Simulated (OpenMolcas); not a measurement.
Mn4+ among 5 point charges of -0.75 e arranged as a square pyramid (C4v), 2.04 Å from the ion, with the axial distance 2.387 Å.
```
   2.0400    0.0000    0.0000  -0.75
   0.0000    2.0400    0.0000  -0.75
  -2.0400    0.0000    0.0000  -0.75
   0.0000   -2.0400    0.0000  -0.75
   0.0000    0.0000    2.3868  -0.75
```

```json
{
 "Program": "OpenMolcas",
 "Method": "SS-CASPT2, IPEA 0.25 Eh, imaginary shift 0.1 Eh (closed shells correlated: 3s 3p)",
 "Basis": "ANO-RCC-VDZP [5s4p2d1f]",
 "Scalar Hamiltonian": "DKH2, point nucleus",
 "Active space": "3 electrons in 5 orbitals (3d)",
 "State averaging": "2S+1 = 4 even, 10 roots; 2S+1 = 2 even, 40 roots",
 "Spin-orbit coupling": "state interaction with AMFI integrals over the reference wave functions"
}
```

Q: What is the spin-free ground state?

A: A state of multiplicity 4, 2-fold in its orbital part, 100 % from free-ion F terms; it has the highest spin that d3 allows.

Q: Where is the first state of the same spin?

A: A 1-fold state lies at 551 cm-1 above the ground state.

Q: What are the lowest two levels with spin-orbit coupling?

A: A 2-fold level with g = 0.39, 1.04, 1.04, then a 2-fold level 370 cm-1 above it. Their leading multiplicities are 4 (100 %) and 4 (100 %).

Q: What is χT at 300 K, and how does it compare with the textbook value?

A: The lowest level has 2S+1 = 4, for which the spin-only value is χT = S(S+1) / 2 = 1.875 cm3 K/mol (g = 2). The computed 0.686 at 300 K differs by -1.189, through orbital momentum, spin-orbit coupling and any other state in reach.

An orbital doublet at a regular site is open to a Jahn-Teller distortion, which this geometry leaves out. The ground term spreads over less than 5000 cm-1, several times less than with real ligands, so orbital moments are less quenched and χT lies further from the spin-only value than at real sites. Free-ion shares, where given, are those of the reference states; single-state CASPT2 does not remix them. This is an electrostatic model: the charges have no orbitals. An unlabelled pair can be two single states that coincide in this model. No measured value stands beside these numbers.
